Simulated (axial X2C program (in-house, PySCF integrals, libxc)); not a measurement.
How long does SrF⁻ take?

A bond scan computed with an in-house all-electron X2C program for linear molecules (integrals from PySCF). Basis: Sr dyall-acv3z [14s13p9d6f1g], F dyall-av3z [7s6p3d2f] (cores contracted in-house).

Input file and command:
```json
{
 "zs": [
  38,
  9
 ],
 "q": -1,
 "bas": [
  "dyall-acv3z",
  "dyall-av3z"
 ],
 "levels": [
  "PBE0",
  "HF",
  "TPSS"
 ],
 "cc": true,
 "r0": 2.49,
 "thr": -1.0,
 "nmax": 90,
 "npts": 10,
 "nst": 2,
 "ntry": 6
}
```
```bash
python so2c.py task.json out
```

Keys: zs atomic numbers; q charge; bas basis sets; levels methods; cc coupled cluster on or off; r0 starting distance in Å; thr threshold in hartree for freezing inner shells (an s shell follows its p shell); nmax most natural virtual spinors; npts points on the curve; nst determinants followed; ntry starts of the search. HF also brings MP2.

Hardware: 1 thread of AMD EPYC 7B13 (Zen 3), with other jobs on the host.

Wall time of one point of each curve, integrals apart:

```json
{"Hamiltonian": "spin-free", "level": "PBE0", "points": "10", "seconds a point": "0.58"}
{"Hamiltonian": "spin-free", "level": "HF", "points": "10", "seconds a point": "0.29"}
{"Hamiltonian": "spin-free", "level": "CCSD(T) (10 electrons, 88 virtuals)", "points": "7", "seconds a point": "3.6"}
{"Hamiltonian": "spin-free", "level": "TPSS", "points": "10", "seconds a point": "0.91"}
{"Hamiltonian": "2c", "level": "PBE0", "points": "10", "seconds a point": "0.73"}
{"Hamiltonian": "2c", "level": "HF", "points": "10", "seconds a point": "0.47"}
{"Hamiltonian": "2c", "level": "CCSD(T) (10 electrons, 90 virtuals)", "points": "7", "seconds a point": "4.1"}
{"Hamiltonian": "2c", "level": "TPSS", "points": "10", "seconds a point": "0.95"}
```

The rest:

Search with its distance optimisation 31 s, atoms 22 s, whole task 170 s. Coupled cluster runs on the points near the minimum only. The program drops outer points, and coupled cluster, when its time limit (not in the input) nears; MP2, further determinants and curves that did not converge are not in the table.
